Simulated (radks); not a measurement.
Effect of the nuclear size on the lutetium ion Lu38+, [Ar] 3d10 4s2 4p3. Method: Dirac Kohn-Sham, PBE, spin-unpolarised, spherical densities, finite nucleus; open shells fill j = l - 1/2 first; Fermi nuclear charge, rms radius 5.37 fm; computed with a radial shooting solver on a logarithmic mesh with Libxc functionals. The rms radius is varied about that value; shifts are against it.

rms radius (fm)  total energy shift (eV)  density at nucleus (e/bohr^3)  1s1/2 shift (meV)  2s1/2 shift (meV)  3p1/2 shift (meV)  4s1/2 shift (meV)  4p1/2 shift (meV)  4p3/2 shift (meV)  5s1/2 (empty) shift (meV)
4.6826                             -10.7                      1.163e+06              -4350               -597              0.631              -42.7              0.332               2.83                      -18.8
5.1391                             -3.71                       1.13e+06              -1510               -207              0.216              -14.8              0.114              0.980                      -6.52
5.37                                   0                      1.114e+06              0.000              0.000              0.000              0.000              0.000              0.000                      0.000
5.6546                              4.72                      1.096e+06               1920                263             -0.273               18.9             -0.145              -1.25                       8.30
5.9822                              10.4                      1.076e+06               4210                578             -0.594               41.4             -0.316              -2.74                       18.2

Slopes of the eigenvalues against <r^2> in GHz/fm^2, as finite differences over the two radii next to the reference (eigenvalue slopes, not the field-shift constants of lines): 1s1/2 149000, 2s1/2 20400, 3p1/2 -21.3, 4s1/2 1460, 4p1/2 -11.3, 4p3/2 -96.9, 5s1/2 (empty) 644.
